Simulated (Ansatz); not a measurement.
A structure relaxed at PBE-D4/def2-SVP in Ansatz, charge 0, singlet:

```tsv
atom	x (Å)	y (Å)	z (Å)
W1	0.0942	-0.3677	-0.9861
W2	-0.9789	-1.8336	2.2042
W3	1.7595	2.0416	1.3594
W4	-2.0635	-2.7387	-2.9194
W5	1.4407	2.7265	-1.8408
O6	0.6683	-1.0443	2.7458
O7	-1.9214	-1.3669	3.7705
O8	2.3676	3.8291	1.6986
O9	0.2504	2.0841	2.2530
O10	-0.2183	-1.5986	0.4519
O11	-2.2727	-3.0216	-1.1887
O12	-0.6422	-3.7339	-3.7270
O13	-2.4570	-2.3949	1.2301
O14	-0.4435	-3.5614	2.7121
O15	-1.6725	0.3132	1.8047
O16	3.0316	2.1305	-0.3600
O17	3.0579	3.5951	-2.4540
O18	0.6806	3.0984	-0.2350
O19	1.2970	0.4514	0.4246
O20	2.9761	1.2634	2.5708
O21	-2.4385	-0.9393	-3.3636
O22	-3.3990	-3.5301	-3.6604
O23	0.0505	-1.6265	-2.2167
O24	0.4094	3.5638	-2.9400
O25	-1.4821	0.3959	-1.0132
O26	1.0752	0.9277	-2.1515
H27	1.3007	-0.7143	2.0633
H28	-2.4518	-0.5529	3.8682
H29	1.9024	4.6206	1.3706
H30	-0.9989	1.0372	2.0417
H31	-0.8931	-4.4604	-4.3285
H32	-2.4705	-2.6484	0.2122
H33	-0.9937	-4.3416	2.5025
H34	-1.9245	0.4949	0.8631
H35	3.7721	2.7684	-0.3513
H36	2.9356	4.1717	-3.2340
H37	2.8774	1.1860	3.5374
H38	-2.2253	-0.2241	-2.7145
```

(1) Give its formula.

(2) Summarise the bond lengths by kind (pairs closer than 1.2 times the sum of covalent radii, bridged metal pairs left out).

Answers

(1) W₅O₂₁H₁₂.

(2) 27 × O–W 1.72 to 2.49 Å; 12 × H–O 0.97 to 1.05 Å.

In the def2 sets W takes a core potential; there is no spin–orbit coupling. Single mean-field runs in def2-SVP are fitted with def2-universal-jkfit. The relaxation made no stability test and no search for a lower SCF solution.
